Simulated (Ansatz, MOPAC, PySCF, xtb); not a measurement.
Noncovalent pair: H2S (SMILES S) (first 3 atoms) with CH2O2 (SMILES O=CO); geometry from B3LYP-D3(BJ)/def2-TZVP, rigid monomers moved along the line of their centres of mass till S1···H8 is 3.26 Å.
(charge 0, multiplicity 1):
```xyz
8

S      0.17159     0.50637    -0.42564
H      0.09049    -0.71358     0.13820
H     -1.15546     0.57070    -0.62406
O     -0.29406    -1.61560     3.37024
C     -0.30911    -0.68303     4.12966
O     -0.19335     0.60206     3.79373
H     -0.42301    -0.77798     5.21767
H     -0.09142     0.67284     2.81750
```

Monomers are frozen at their geometry in the pair; levels with a basis set take the counterpoise correction. Rows marked so take none.

Rows in 3-21G carry no dispersion term and start afresh at each structure. The state reached by PM7 isn't checked; PM7 holds dispersion and hydrogen-bond terms.

The values were computed with Ansatz (Gaussian orbitals); MOPAC for PM7 (differences of heats of formation); PySCF for 3-21G rows, the dispersion terms; xtb for the GFN methods. Each number belongs to the level named beside it.

One of these levels gives -6.7 kJ/mol for the interaction energy. Which one is it?
A) HF/3-21G (no counterpoise)
B) PM7
C) GFN1-xTB
D) PBE0-D4/def2-TZVPPD

B, PM7. The others give -8.3 (GFN1-xTB), -10.2 (HF/3-21G (no counterpoise)), -13.0 (PBE0-D4/def2-TZVPPD)

Ansatz is a quantum-chemistry and plane-wave program.
